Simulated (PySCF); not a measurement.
## Trend along group 14: MAs molecules

r²SCAN with double-zeta basis sets in PySCF, for the lowest determinant that a PBE0 search found; no spin–orbit coupling. De refers to high-spin ground-configuration atoms. A positive dipole means M(−)As(+).

| M | basis | state (unpaired electrons) | Re (Å) | ωe (cm⁻¹) | De (eV) | μ (D) |
| --- | --- | --- | --- | --- | --- | --- |
| Si | cc-pV(D+d)Z/cc-pVDZ-PP | doublet (π ↑) | 2.186 | 495 | 3.28 | -0.41 |
| Ge | cc-pVDZ-PP | doublet (π ↑) | 2.255 | 350 | 3.02 | -0.87 |
| Sn | def2-SVP | doublet (π ↑) | 2.450 | 284 | 2.66 | -1.69 |
| Pb | def2-SVP | doublet (π ↑) | 2.533 | 241 | 2.40 | -2.40 |

Problem. By what factor does the well depth vary along the series?

Solution. At r²SCAN it runs from 2.40 eV (AsPb) to 3.28 eV (SiAs), a factor of 1.37.

The rows differ in basis set, which adds steps of its own.

Down a group the atoms grow and get heavier, so bonds lengthen and wavenumbers fall; this series shows no clear exception.

These are scalar-relativistic numbers at best; spin–orbit coupling would shift them, the dissociation energy most. States were picked by a PBE0 search and need not be the measured ground states.
